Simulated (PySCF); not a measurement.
SbCl₂Br, SMILES [Cl][Sb]([Cl])[Br]. Atoms are numbered in the order given.

```xyz
4

Sb    -0.4532    -0.6216     0.0000
Cl    -1.2979     0.6877     1.7929
Cl    -1.2979     0.6877    -1.7929
Br     1.9212     0.2376     0.0000
```

The structure is a stationary point at r2SCAN-D4/def2-SVP. The def2 effective core potentials stand for the cores of Sb; spin–orbit coupling is left out.

Level of theory: TDDFT-CAM-B3LYP/def2-SVPD in PySCF.

Vertical excitations. The molecule is in vacuum. State labels are in the subgroup Cs.

Problem. Estimate the UV-visible absorptions. (An estimate is asked for; the answer gives what the named calculation found.)

Solution. 
```tsv
state	symmetry	energy (eV)	λ (nm)	f	main pairs
S1	A'	4.99	249	0.030	HOMO→LUMO 75 %, HOMO−2→LUMO 22 %
S2	A"	5.12	242	0.000	HOMO−1→LUMO 87 %
S3	A'	5.26	236	0.032	HOMO→LUMO+2 74 %, HOMO−2→LUMO 17 %
S4	A"	5.32	233	0.046	HOMO→LUMO+1 77 %
S5	A'	5.52	225	0.027	HOMO−1→LUMO+1 36 %, HOMO−2→LUMO 36 %, HOMO→LUMO 9 %, HOMO−2→LUMO+2 8 %
S6	A"	5.63	220	0.000	HOMO−2→LUMO+1 44 %, HOMO−1→LUMO+2 42 %, HOMO−4→LUMO+2 7 %
S7	A"	5.73	217	0.003	HOMO−2→LUMO+1 47 %, HOMO−1→LUMO+2 41 %
S8	A'	5.78	215	0.006	HOMO−2→LUMO+2 66 %, HOMO−1→LUMO+1 24 %
S9	A'	5.94	209	0.019	HOMO−3→LUMO+1 70 %, HOMO−5→LUMO+2 14 %
S10	A"	5.96	208	0.019	HOMO−3→LUMO 35 %, HOMO−3→LUMO+2 28 %, HOMO−5→LUMO+1 15 %, HOMO−1→LUMO+2 10 %
T1	A'	4.22	294	0	HOMO→LUMO 88 %
T2	A"	4.38	283	0	HOMO→LUMO+1 89 %
T3	A'	4.53	274	0	HOMO→LUMO+2 81 %
T4	A"	4.70	264	0	HOMO−1→LUMO 94 %
```
Triplets are in the Tamm–Dancoff approximation, which puts them higher than full response would, so one can lie above its singlet here.
